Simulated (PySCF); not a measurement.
Partial charges of `Cc1csc(C(=O)Cl)c1C`

C7H7ClOS.
Z-matrix (Å and degrees, GFN2-xTB geometry), rows numbered from 1:
```
C 
C   1  1.4916
C   2  1.3663  1  124.45
S   3  1.7070  2  113.57  1   179.80
C   4  1.7380  3   90.59  2     0.01
C   5  1.4311  4  120.73  3  -179.75
O   6  1.1930  5  129.15  4  -179.46
Cl  6  1.7895  5  111.87  4     0.71
C   5  1.3867  4  111.83  3     0.03
C   9  1.4866  2  122.57  1     0.17
H   1  1.0863  2  110.58  3     0.18
H   1  1.0893  2  110.30  3  -120.26
H   1  1.0892  2  110.31  3   120.68
H   3  1.0729  2  126.99  1    -0.16
H  10  1.0900  9  109.83  2    60.14
H  10  1.0898  9  109.80  2   -58.01
H  10  1.0845  9  111.13  2  -179.00
```

Density: PBE0/pcSseg-1 (PySCF); schemes: Mulliken, IAO, Hirshfeld and ESP-fitted. The structure is a single GFN2-xTB conformer in the gas phase; no vibrational or solvent corrections.

Task: For which atoms does the sign change between the 4 schemes (beyond +0.03 e in one, beyond −0.03 e in another)?

Result: C9. Atomic charges aren't observables, and each scheme defines them in its own way.

Task: At which atom do the 4 schemes differ most?

Result: At C9: from -0.098 (Mulliken) to +0.454 e (ESP-fitted), 0.552 e apart.

Task: Tabulate the Mulliken, IAO, Hirshfeld and ESP-fitted charges.

Result: In e:

| atom | environment | Mulliken | IAO | Hirshfeld | ESP-fitted |
| --- | --- | --- | --- | --- | --- |
| C1 | benzylic-type carbon | -0.089 | -0.426 | -0.111 | -0.490 |
| C2 | substituted aromatic carbon | -0.269 | -0.017 | -0.010 | +0.020 |
| C3 | aromatic CH next to a ring sulfur | -0.234 | -0.306 | -0.069 | -0.316 |
| S4 | thiophene-type sulfur | +0.408 | +0.380 | +0.111 | +0.094 |
| C5 | substituted aromatic carbon | -0.469 | -0.241 | -0.066 | -0.442 |
| C6 | acyl halide carbon | +0.372 | +0.352 | +0.156 | +0.571 |
| O7 | carbonyl oxygen | -0.323 | -0.372 | -0.198 | -0.416 |
| Cl8 | chlorine bonded to C | -0.146 | -0.110 | -0.074 | -0.152 |
| C9 | substituted aromatic carbon | -0.098 | +0.038 | +0.017 | +0.454 |
| C10 | benzylic-type carbon | -0.092 | -0.436 | -0.115 | -0.576 |
| H11 | methyl hydrogen | +0.123 | +0.155 | +0.052 | +0.161 |
| H12 | methyl hydrogen | +0.137 | +0.155 | +0.050 | +0.158 |
| H13 | methyl hydrogen | +0.136 | +0.156 | +0.050 | +0.156 |
| H14 | aromatic hydrogen | +0.111 | +0.177 | +0.060 | +0.256 |
| H15 | methyl hydrogen | +0.138 | +0.158 | +0.053 | +0.158 |
| H16 | methyl hydrogen | +0.136 | +0.157 | +0.052 | +0.157 |
| H17 | methyl hydrogen | +0.160 | +0.178 | +0.042 | +0.206 |

Mean size of the charges over all atoms: ESP-fitted 0.281 e, IAO 0.224 e, Mulliken 0.203 e, Hirshfeld 0.076 e. Each set sums to the total charge, 0, to within 0.001 e. The ESP scheme is a least-squares fit of atom-centred charges to the potential on four shells outside the van der Waals surface, with the total charge fixed.

Task: How many electrons does the IAO scheme count on C5?

Result: Z − q = 6 − (-0.241) = 6.241.

Task: How closely do the schemes follow one another over all atoms?

Result: Correlation coefficient and root-mean-square difference: IAO with Hirshfeld 0.95, 0.175 e; IAO with ESP-fitted 0.90, 0.149 e; Hirshfeld with ESP-fitted 0.88, 0.254 e; Mulliken with Hirshfeld 0.83, 0.168 e; Mulliken with IAO 0.82, 0.150 e; Mulliken with ESP-fitted 0.69, 0.238 e.
